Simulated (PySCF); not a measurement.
Isomers of C5H13F3Si2, mass 186.051 u with the commonest isotopes. Computed with PBE0/pcSseg-1 in PySCF (dipole) on a GFN2-xTB geometry, gas phase. One conformer each, none proved a minimum here; rigid rotors.

Task: Order these by out-of-plane moment Σ m c² = (Ia + Ib − Ic)/2, smallest first.
A. `[CH3:1][CH2:2][CH2:3][Si@@H:4]([SiH2:5][CH3:6])[C:7]([F:8])([F:9])[F:10]` with C1–C2–C3–Si4 -178°, C2–C3–Si4–Si5 -179°, C3–Si4–Si5–C6 176°
B. `[CH3:1][CH2:2][CH2:3][C:4]([SiH3:5])([SiH3:6])[C:7]([F:8])([F:9])[F:10]` with C1–C2–C3–C4 175°, C2–C3–C4–Si5 -51°
C. `[CH3:1][SiH2:2][Si@H:3]([CH:4]([CH3:5])[CH3:6])[C:7]([F:8])([F:9])[F:10]` with C1–Si2–Si3–C4 72°, Si2–Si3–C4–C5 60°
D. `[CH3:1][CH2:2][C@H:3]([SiH3:4])[CH2:5][SiH2:6][C:7]([F:8])([F:9])[F:10]` with C1–C2–C3–Si4 63°, C2–C3–C5–Si6 -56°, C3–C5–Si6–C7 -51°

Result: A (72.35 u·Å²), C (99.47 u·Å²), D (128.99 u·Å²), B (209.34 u·Å²).

Task: Order these by rotational constant B, smallest first.
A. `[CH3:1][CH2:2][CH2:3][Si@@H:4]([SiH2:5][CH3:6])[C:7]([F:8])([F:9])[F:10]` with C1–C2–C3–Si4 -178°, C2–C3–Si4–Si5 -179°, C3–Si4–Si5–C6 176°
B. `[CH3:1][SiH2:2][Si@H:3]([CH:4]([CH3:5])[CH3:6])[C:7]([F:8])([F:9])[F:10]` with C1–Si2–Si3–C4 72°, Si2–Si3–C4–C5 60°
C. `[CH3:1][CH2:2][CH2:3][C:4]([SiH3:5])([SiH3:6])[C:7]([F:8])([F:9])[F:10]` with C1–C2–C3–C4 175°, C2–C3–C4–Si5 -51°
D. `[CH3:1][CH2:2][C@H:3]([SiH3:4])[CH2:5][SiH2:6][C:7]([F:8])([F:9])[F:10]` with C1–C2–C3–Si4 63°, C2–C3–C5–Si6 -56°, C3–C5–Si6–C7 -51°

Result: D (498.6 MHz), A (600.8 MHz), C (744.1 MHz), B (860.8 MHz).

Task: Order these by rotational constant C, smallest first.
A. `[CH3:1][CH2:2][C@H:3]([SiH3:4])[CH2:5][SiH2:6][C:7]([F:8])([F:9])[F:10]` with C1–C2–C3–Si4 63°, C2–C3–C5–Si6 -56°, C3–C5–Si6–C7 -51°
B. `[CH3:1][SiH2:2][Si@H:3]([CH:4]([CH3:5])[CH3:6])[C:7]([F:8])([F:9])[F:10]` with C1–Si2–Si3–C4 72°, Si2–Si3–C4–C5 60°
C. `[CH3:1][CH2:2][CH2:3][C:4]([SiH3:5])([SiH3:6])[C:7]([F:8])([F:9])[F:10]` with C1–C2–C3–C4 175°, C2–C3–C4–Si5 -51°
D. `[CH3:1][CH2:2][CH2:3][Si@@H:4]([SiH2:5][CH3:6])[C:7]([F:8])([F:9])[F:10]` with C1–C2–C3–Si4 -178°, C2–C3–Si4–Si5 -179°, C3–Si4–Si5–C6 176°

Result: D (447.1 MHz), A (463.9 MHz), B (537.7 MHz), C (693.4 MHz).

```tsv
SMILES	point group	Ia (u·Å²)	Ib (u·Å²)	Ic (u·Å²)	κ	μa (D)	μb (D)	μc (D)
CCCC([SiH3])([SiH3])C(F)(F)F	C1	468.32	679.21	728.85	-0.74	1.39	1.76	0.26
CC[C@H]([SiH3])C[SiH2]C(F)(F)F	C1	333.93	1013.55	1089.50	-0.93	1.87	1.24	1.29
C[SiH2][Si@H](C(C)C)C(F)(F)F	C1	551.73	587.10	939.90	0.71	0.15	2.65	0.24
CCC[Si@@H]([SiH2]C)C(F)(F)F	C1	433.91	841.18	1130.39	-0.57	0.03	2.45	0.56
```
